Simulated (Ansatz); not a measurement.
Consider the ligand exchange at a Mo–C bond: `[CH3][Mo](=[NH])(=[NH])[F]` + H–F → `[NH]=[Mo](=[NH])([F])[F]` + CH₄.

Computed with Ansatz on PBE0-D4/def2-TZVP structures; ΔE is electronic, products minus reactants. CBS: MP2 limit from def2 TZ/QZ plus the TZ coupled-cluster correction, frozen cores. This one scheme is used for every species. DFT in def2-TZVPP. HSE06 is defined as in plane-wave codes. Elements past krypton have def2 core potentials. For Mo outer-core shells are correlated without core-valence functions, which leaves a few kJ/mol of doubt a bond. One conformer a species, not always the lowest.

```tsv
level	ΔE (eV)
HSE06-D4	-1.30
CCSD(T)/def2-TZVPP	-1.20
```

Task: What does CCSD(T)/CBS give? (An estimate is asked.)

Result: Ansatz gave: -1.18 eV. The listed levels differ from it by -0.12, -0.02 eV.

Task: What do rigid-rotor, harmonic-oscillator terms from PBE0-D4/def2-TZVP frequencies (298.15 K, 1 bar) make of the CCSD(T)/CBS value? (An estimate is asked.)

Result: The calculation gave: ΔZPE = +0.05 eV, ΔH = -1.14 eV, ΔS = -12 J/(mol·K), ΔG = -1.11 eV.

Largest T1 diagnostic among the species: 0.022, so the coupled-cluster value is less sure than usual.

At CCSD(T), def2-SVP lies −0.21 eV from the extrapolated value and def2-TZVPP −0.02 eV. From PBE to PBE0 (25 % exact exchange), in def2-TZVPP and without D4, ΔE moves by +0.09 eV. The D4 term adds +0.08 eV with B3LYP and +0.04 eV with PBE0; it sums over pairs of atoms, weighted by their polarisabilities, and B3LYP, whose exchange is more repulsive, gets the larger term.

B3LYP here is the variant with VWN-RPA as its local correlation; programs differ in this.
